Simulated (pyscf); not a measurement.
## H₂N–B(NH₂)–SH (SMILES NB(N)S), singlet

Gas-phase minimum from PySCF at ωB97X-D3(BJ)/def2-SVP, one conformer. 

```
B
N 1 1.4180
H 2 1.0102 1 122.79
H 2 1.0109 3 113.93 1 -179.55
N 1 1.4192 2 122.53 3 -175.70
H 5 1.0094 1 123.38 2 -174.04
H 5 1.0114 6 113.72 1 -175.64
S 1 1.8493 2 116.47 3 4.60
H 8 1.3450 1 97.25 2 -171.02
```
Charge 0, spin multiplicity 1.

Properties at ωB97X-D3(BJ)/def2-SVP:

```
Property                                                                                                                                                                                                                              Value
---------------------------------------------------------------------------------------------------------------------  --------------------------------------------------------------------------------------------------------------------
Harmonic wavenumbers, unscaled                                                                                         87, 268, 299, 325, 353, 397, 492, 569, 614, 808, 871, 924, 1265, 1419, 1600, 1611, 2773, 3657, 3660, 3762, 3764 cm⁻¹
Zero-point energy                                                                                                                                                                                                             42.2 kcal/mol
Rotational symmetry number                                                                                                                                                                                                                1
Entropy of this conformer at 298 K and 1 atm, rigid rotor and harmonic oscillator, modes under 100 cm⁻¹ raised to 100                                                                                                       319.6 J/(mol K)
Dipole moment                                                                                                                                                                                                                        2.65 D
```

Single-point totals, which compare only within one level (frozen core for MP2 and CC):

```tsv
level	total energy (hartree)
ωB97X-D3(BJ)/def2-TZVP	-535.81217
PBE/def2-TZVP	-535.39026
r²SCAN/def2-TZVP	-535.63364
B3LYP-D3(BJ)/def2-TZVP	-535.77733
PBE0-D3(BJ)/def2-TZVP	-535.44300
M06-2X/def2-TZVP	-535.66407
ωB97M-D3(BJ)/def2-TZVP	-535.82987
HF/def2-TZVPP	-534.21646
MP2/def2-TZVPP	-534.92185
CCSD/def2-TZVPP	-534.95814
CCSD(T)/def2-TZVPP	-534.98869
```

Soft torsions are taken as harmonic, which can shift the entropy by several J/(mol K). The CCSD(T) − MP2 part came from Ansatz, without density fitting, on the same reference.
